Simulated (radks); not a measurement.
Results of a calculation; reference values are marked as such.
Task: The mean radii <r> (bohr) of the occupied orbitals of an atom or ion are listed with their occupations. Code: a radial shooting solver on a logarithmic mesh with Libxc functionals. Model: non-relativistic Kohn-Sham, PBE, spin-polarised, spherical densities, point nucleus.

| orbital | occ. | <r> |
|---|---|---|
| 1s | 2 | 0.01846 |
| 2s | 2 | 0.07744 |
| 2p | 6 | 0.06539 |
| 3s | 2 | 0.1907 |
| 3p | 6 | 0.1810 |
| 3d | 10 | 0.1572 |
| 4s | 2 | 0.3667 |

Name the element and its charge. Open shells, if any, are filled with parallel spins first.

Result: Z = 82, lead, charge +52: Pb52+ in [Ar] 3d10 4s2. The 1s radius gives Z: for a bare nucleus <r> = 1.5/Z, 0.01829 bohr for Z = 82, and screening makes it slightly larger (0.01846 here). The occupations add up to 30, and the charge is Z minus that.
